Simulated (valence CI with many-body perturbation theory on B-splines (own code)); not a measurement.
Sm XXIV: calculated level list

Calculated by relativistic CI+MBPT: three valence electrons over a frozen Dirac-Fock core [Kr], radial functions for each j: 7 s, 7 p, 8 d, 6 f, 4 g, 1 h, with the one-electron correlation potential Σ1 (screened to all orders), the two-electron term Σ2, the three-electron term Σ3, Breit, model QED; selected single and double excitations, second order for the rest, scaled by the run's own slope (own B-spline code, finite nucleus).

No measured levels were compared; by estimate terms of the open shell hold to 2 to 4 % of their energy, and close levels can change places. The list stops below the first excitations out of the core.

Levels 1 to 19 of 19, with energies above the lowest level, (4d3/2^3) J=3/2. "Leading %" is the weight of the configuration and term that name the level; weights of strongly mixed levels are sums over their largest components and can fall short. In the jj column 3d3/2^4 stands for four electrons in 3d with j = 3/2. Lifetimes count E1, E2, E3, M1 and M2 decay at the calculated energies, and are blank where another channel may lead or the interval is too uncertain; long ones can be off by a factor of two.

| No. | Configuration | Term | J | E (cm⁻¹) | Leading % | Leading jj | g | Lifetime |
| --- | --- | --- | --- | --- | --- | --- | --- | --- |
| 1 | 4d³ | ⁴F | 3/2 | 0.0 | 67 | 4d3/2^3 (88 %) | 0.578 |  |
| 2 | 4d³ | ⁴F | 5/2 | 35575 | 90 | 4d3/2^2 4d5/2 (95 %) | 1.043 | 697 μs |
| 3 | 4d³ | ⁴P | 3/2 | 53722 | 44 | 4d3/2^2 4d5/2 (91 %) | 1.303 | 676 μs |
| 4 | 4d³ | ⁴F | 7/2 | 54044 | 62 | 4d3/2^2 4d5/2 (79 %) | 1.122 | 6.29 ms |
| 5 | 4d³ | ²G | 9/2 | 60139 | 42 | 4d3/2^2 4d5/2 (91 %) | 1.109 | 379 ms |
| 6 | 4d³ | ⁴P | 1/2 | 62877 | 66 | 4d3/2^2 4d5/2 (98 %) | 1.993 | 2.02 ms |
| 7 | 4d³ | ²G | 7/2 | 95589 | 60 | 4d3/2 4d5/2^2 (85 %) | 1.024 | 266 μs |
| 8 | 4d³ | ⁴P | 5/2 | 95853 | 78 | 4d3/2^2 4d5/2 (56 %) | 1.487 | 1.10 ms |
| 9 | 4d³ | ⁴F | 9/2 | 101310 | 52 | 4d3/2 4d5/2^2 (83 %) | 1.126 | 468 μs |
| 10 | 4d³ | ²D | 3/2 | 113010 | 43 | 4d3/2 4d5/2^2 (97 %) | 1.160 | 166 μs |
| 11 | 4d³ | ²P | 1/2 | 118700 | 66 | 4d3/2 4d5/2^2 (98 %) | 1.339 | 300 μs |
| 12 | 4d³ | ²H | 11/2 | 124120 | 100 | 4d3/2 4d5/2^2 (100 %) | 1.089 | 963 μs |
| 13 | 4d³ | ²D | 5/2 | 131790 | 86 | 4d3/2 4d5/2^2 (63 %) | 1.165 | 417 μs |
| 14 | 4d³ | ²F | 5/2 | 138600 | 68 | 4d3/2 4d5/2^2 (84 %) | 1.025 | 503 μs |
| 15 | 4d³ | ²F | 7/2 | 145370 | 89 | 4d3/2 4d5/2^2 (93 %) | 1.118 | 609 μs |
| 16 | 4d³ | ²G | 9/2 | 157230 | 57 | 4d5/2^3 (91 %) | 1.112 | 186 μs |
| 17 | 4d³ | ²P | 3/2 | 166140 | 53 | 4d5/2^3 (64 %) | 1.165 | 178 μs |
| 18 | 4d³ | ²D | 3/2 | 204020 | 92 | 4d3/2 4d5/2^2 (64 %) | 0.850 | 171 μs |
| 19 | 4d³ | ²D | 5/2 | 216850 | 73 | 4d5/2^3 (82 %) | 1.157 | 96.1 μs |

Where two levels of one J and parity lie close, their mixing, g and order are uncertain.

The ionisation energy to 4d² ³F2 of the next ion comes out as 742.67 eV (NIST: 742 ± 4 eV (theoretical)). All 19 levels together are meant to be complete up to 715390 cm⁻¹.
